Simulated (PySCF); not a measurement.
Species: C3H2BF2 (charge +1).
SMILES: `FB(F)c1c[cH+]1`

Computed with EOM-IP-CCSD/aug-cc-pVDZ in PySCF, restricted Hartree–Fock reference, frozen core, non-relativistic, gas phase, PBE0-D3(BJ)/def2-SVP geometry.

Hartree–Fock orbital energies give these Koopmans values (eV): HOMO 20.52, HOMO-1 20.69.

Task: What vertical ionisation energies does EOM-IP-CCSD give?

Result: 
```csv
leading hole (HF orbital),Koopmans (eV),EOM-IP-CCSD (eV),change (eV),one-hole share
HOMO,20.52,19.27,-1.25,0.96
HOMO-1,20.69,21.26,+0.57,0.96
```

Task: Does the order of the lines follow the orbital energies?

Result: Yes, no two lines change places. The corrections run from -1.25 to +0.57 eV, with a mean of -0.34 eV over the 2 lines; EOM-IP-CCSD lies above the Koopmans value for HOMO-1.

Task: At what kinetic energies would He I light (21.22 eV) eject these electrons?

Result: 1.95 eV (HOMO). Not listed, as out of reach or within 0.2 eV of threshold: HOMO-1.

Task: What total energy has the lowest final state, and which wavelength reaches it?

Result: E(CCSD) + ionisation energy = -339.00472 + 0.70818 = -338.29654 Eh, at the geometry of the initial state. The threshold wavelength is 1239.84 eV nm/19.27 eV = 64.3 nm.

One root was sought for each valence orbital with −ε under 21 eV, eight at most, so deeper holes and satellites are missing; no vibrational structure.

On Intel Xeon Platinum 8259CL at 2.50 GHz, one thread (shared host), this took 4.8 min wall and 2.9 GiB of memory at its peak.

The values belong to the conformer `[F:1][B:2]([F:3])[c:4]1[cH:5][cH+:6]1`: F1–B2–C4–C5 89°.
